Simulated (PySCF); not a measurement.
W(NMe)2F2, C2H6F2N2W (singlet state).
Bonds: W1–N2, W1–N7, W1–F12, W1–F13, N2–C3, N7–C8. Hydrogens: H4, H5, H6 on C3; H9, H10, H11 on C8.

Computed by this run: PBE0-D3(BJ)/def2-SVP geometry optimisation, gas phase, def2 core potentials past Kr (PySCF); density fitting, grid level 1; the optimiser is geomeTRIC in internal coordinates, started from a GFN2-xTB structure with every atom displaced at random (about 0.03 Å).

Step 2: E = -12395.9846 eV
```
atom  x, y, z in Å  |  force x, y, z in eV/Å
W1     -1.1855   -0.0105   -0.8451    0.567   0.221   0.567
N2     -1.1739   -0.0183    0.9124   -0.327  -0.079  -0.773
C3     -0.7786   -0.0355    2.2729   -0.101  -0.427  -0.024
H4     -0.2990    0.8992    2.5633    0.106   0.476   0.103
H5     -1.6561   -0.1966    2.9310    0.160   0.034  -0.101
H6     -0.0451   -0.8359    2.4785   -0.078  -0.069  -0.040
N7      0.4829    0.0088   -1.3935   -0.563  -0.107  -0.116
C8      1.9053    0.0220   -1.4744   -0.164   0.077  -0.152
H9      2.2289   -0.1431   -2.5265   -0.065   0.090   0.325
H10     2.3144    0.9906   -1.1281   -0.051  -0.083  -0.098
H11     2.3592   -0.7680   -0.8546   -0.019  -0.071   0.039
F12    -2.0299    1.5737   -1.4253    0.241  -0.035   0.133
F13    -2.0922   -1.5385   -1.4883    0.291  -0.026   0.136
```

Step 3: E = -12396.0399 eV
```
atom  x, y, z in Å  |  force x, y, z in eV/Å
W1     -1.1915    0.0097   -0.8473   -0.354   0.154  -0.198
N2     -1.1849   -0.0173    0.8943   -0.131  -0.016   0.057
C3     -0.7567   -0.0416    2.2464   -0.117  -0.019   0.036
H4     -0.2976    0.9178    2.5365    0.046   0.016  -0.002
H5     -1.6212   -0.2093    2.9162    0.091  -0.005  -0.056
H6     -0.0260   -0.8481    2.4300    0.016   0.018  -0.009
N7      0.4585    0.0124   -1.4018   -0.108  -0.019  -0.166
C8      1.8715    0.0159   -1.4505    0.247   0.044  -0.158
H9      2.2238   -0.1526   -2.4896   -0.077   0.029   0.207
H10     2.2827    0.9859   -1.1148   -0.037  -0.053  -0.013
H11     2.3110   -0.7748   -0.8179   -0.032  -0.009   0.024
F12    -2.0123    1.6210   -1.4181    0.256  -0.220   0.167
F13    -2.0267   -1.5712   -1.4613    0.201   0.078   0.110
```

Problem. Estimate the geometry and energy of step 4. (The exact step hangs on the optimiser's Hessian estimate; all steps are aligned on step 3, rigid shifts and turns removed.)

Solution. E = -12396.0563 eV, largest force 0.328 eV/Å
```
atom  x, y, z in Å  |  force x, y, z in eV/Å
W1     -1.2144    0.0258   -0.8613    0.169  -0.258   0.114
N2     -1.2070   -0.0139    0.8815   -0.051   0.052  -0.005
C3     -0.7392   -0.0433    2.2212   -0.063   0.124  -0.020
H4     -0.2847    0.9251    2.5045    0.032  -0.130  -0.027
H5     -1.5785   -0.2213    2.9141   -0.015  -0.029   0.002
H6     -0.0018   -0.8487    2.3748    0.064   0.035   0.018
N7      0.4351    0.0185   -1.4202   -0.206   0.071  -0.055
C8      1.8473    0.0126   -1.4274    0.242  -0.008  -0.012
H9      2.2306   -0.1622   -2.4477   -0.033  -0.029   0.006
H10     2.2554    0.9814   -1.0920   -0.009   0.005   0.044
H11     2.2591   -0.7789   -0.7761   -0.014   0.028   0.006
F12    -1.9941    1.6453   -1.4065   -0.060   0.219  -0.038
F13    -1.9773   -1.5925   -1.4428   -0.056  -0.080  -0.034
```

The energy changes by -0.0164 eV. The first-order estimate −F·Δx gives -0.0371 eV and the mean of the old and new forces, exact on a quadratic surface, -0.0167 eV. The step makes an angle of 72° with the force vector and moves no atom by more than 0.067 Å.

The cost below is that of the whole optimisation. Time: 1.9 min of wall time; peak memory 0.56 GiB. Hardware: Arm Neoverse V1, one thread, shared host.
